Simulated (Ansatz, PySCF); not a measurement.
HBeFSe (SMILES [F][Be][SeH]), singlet, at a GFN2-xTB geometry (such geometries of metal compounds can be far from the true shape), atoms displaced at random by about 0.03 Å a coordinate. Base run: PySCF with HF/6-31G, gradient.

PySCF was given this input:
```python
from pyscf import gto, scf

mol = gto.Mole()
mol.atom = '''
    Be    0.523428   -1.020812    0.333325
    F     1.294305   -2.211632    0.506342
    Se   -0.341162    0.593190   -0.175858
    H    -0.822788    1.277921    0.958258
'''
mol.basis = '6-31g'
mol.charge = 0
mol.spin = 0
mol.verbose = 4
mol.build()

mf = scf.RHF(mol)
mf.kernel()
g = mf.nuc_grad_method()
grad = g.kernel()
```

Programs used: Ansatz (a quantum-chemistry and plane-wave program), PySCF; a row that names a program was run with it.

The coordinate followed is z of atom 4.

Each row names what was changed in the base input (with any setting that the change needs).

```json
[
 {"change": "base", "dE/dx (Eh/bohr)": "-0.023706", "net force (Eh/bohr)": "0.000000"},
 {"change": "finite difference step (bohr) = 0.01; conv_tol = 1e-11", "dE/dx (Eh/bohr)": "-0.023711", "net force (Eh/bohr)": "-"},
 {"change": "finite difference step (bohr) = 1e-4; conv_tol = 1e-11", "dE/dx (Eh/bohr)": "-0.023706", "net force (Eh/bohr)": "-"},
 {"change": "conv_tol = 1e-4", "dE/dx (Eh/bohr)": "-0.023747", "net force (Eh/bohr)": "0.000000"},
 {"change": "code = ansatz", "dE/dx (Eh/bohr)": "-0.023887", "net force (Eh/bohr)": "0.000000"},
 {"change": "finite difference step (bohr) = 0.2; conv_tol = 1e-11", "dE/dx (Eh/bohr)": "(withheld)", "net force (Eh/bohr)": "-"},
 {"change": "finite difference step (bohr) = 0.05; conv_tol = 1e-11", "dE/dx (Eh/bohr)": "-0.023831", "net force (Eh/bohr)": "-"},
 {"change": "density fitting = on", "dE/dx (Eh/bohr)": "-0.023705", "net force (Eh/bohr)": "0.000000"},
 {"change": "finite difference step (bohr) = 1e-3; conv_tol = 1e-11", "dE/dx (Eh/bohr)": "-0.023706", "net force (Eh/bohr)": "-"},
 {"change": "conv_tol = 1e-6", "dE/dx (Eh/bohr)": "-0.023709", "net force (Eh/bohr)": "0.000000"},
 {"change": "conv_tol = 1e-11", "dE/dx (Eh/bohr)": "-0.023706", "net force (Eh/bohr)": "0.000000"},
 {"change": "density fitting = on; auxbasis_response = off", "dE/dx (Eh/bohr)": "-0.023723", "net force (Eh/bohr)": "0.000739"}
]
```

Task: Fill in the missing entries.

Result: 
- finite difference step (bohr) = 0.2; conv_tol = 1e-11, dE/dx (Eh/bohr): -0.025709

The net force is zero for an exact gradient.
